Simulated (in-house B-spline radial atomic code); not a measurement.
How numerical settings move a run on Ge, [Ar] 3d10 4s2 4p2. Computed with a B-spline radial code for spherical atoms: Dirac-Kohn-Sham LDA VWN5, spherical fractional occupations, Fermi nucleus of rms radius 4.0742 fm.

Command:
```bash
python run_scf.py task.json out
```
Settings of the sound reference run:
```
Z                32
electrons        32
configuration    [Ar] 3d10 4s2 4p2
hamiltonian      dirac
method           lda,vwn
spin_polarised   False
nucleus          fermi
rms_radius       4.0742
mass_number      74
atomic_mass      73.92118
speed_of_light   137.036
knot_spacing     0.22
spline_order     8
gauss_points     12
box_radius       50
max_iterations   70
damping          0.5
damped_steps     3
diis_vectors     10
tolerance        1e-08
start            Thomas-Fermi
```

Run time, properties included: 0.93 s on 1 thread of AMD EPYC 9R45 96-Core Processor, with other jobs on the host.

It converges in 10 iterations to -2095.998941 hartree, with 4p3/2 at -3.98293 eV. The other runs change the listed settings, some to values that make no sense; their results aren't properties of the atom or ion. Radii are in bohr (the nuclear one in fm), a minus after a letter asks for a j subshell, and «unchanged» means within 1e-8 hartree. The run stops when the residual is below 10 × tolerance × max(1, Z/10), or a noise floor if that is larger, and the energy moves by less than 1e-8 × √|E| hartree; so very loose and very tight tolerances often act alike.

```tsv
changed settings	outcome
first_knot = 0.00937, max_iterations = 50, diis_vectors = 0, start = bare nucleus	converged in 22 iterations, energy +1.70e-02 hartree from the reference, 4p3/2 level +3.2e-04 eV
diis_vectors = 2	converged in 11 iterations, energy unchanged, 4p3/2 level -1.1e-05 eV
diis_vectors = 20	converged in 10 iterations, energy unchanged
electrons = 40, configuration = [Ar] 3d10 4s2 4p2 6s2 6p6, max_iterations = 50	converged in 23 iterations to -2095.2323 hartree, a different physical problem (warning: 4p3/2 has a positive eigenvalue: unbound, held by the box)
electrons = 37, configuration = [Ar] 3d10 4s2 4p7, max_iterations = 60	stopped with error: shell 4p holds at most 6 electrons
start = bare nucleus	converged in 12 iterations, energy unchanged, 4p3/2 level -7.4e-06 eV
first_knot = 3.13e-05, max_iterations = 75, tolerance = 0.01	converged in 8 iterations, energy +2.08e-08 hartree from the reference, 4p3/2 level +5.7e-04 eV
tolerance = 1e-06	converged in 8 iterations, energy unchanged, 4p3/2 level +5.7e-04 eV
first_knot = 3.13e-05, max_iterations = 100, damping = 0.95, start = bare nucleus	converged in 13 iterations, energy +1.57e-08 hartree from the reference, 4p3/2 level +2.4e-06 eV
```

What happens with method = hf, spin_polarised = True?

Stopped with error: spin polarisation is not served with the Dirac Hamiltonian.

What happens with spline_order = 4, box_radius = 2, max_iterations = 50?

Converged in 9 iterations, energy +8.92e+00 hartree from the reference, 4p3/2 level +8.2e+01 eV (the program warns: 4p3/2 has a positive eigenvalue: unbound, held by the box; 3d3/2 has a positive eigenvalue: unbound, held by the box).

What happens with diis_vectors = 1?

Not converged after 70 iterations, last residual 2.1e+00, last energy +6.83e+01 hartree from the reference.

What happens with knot_spacing = 0.1, first_knot = 3.13e-05, max_iterations = 100, tolerance = 1e-06, start = bare nucleus?

Converged in 11 iterations, energy unchanged, 4p3/2 level -3.4e-04 eV.
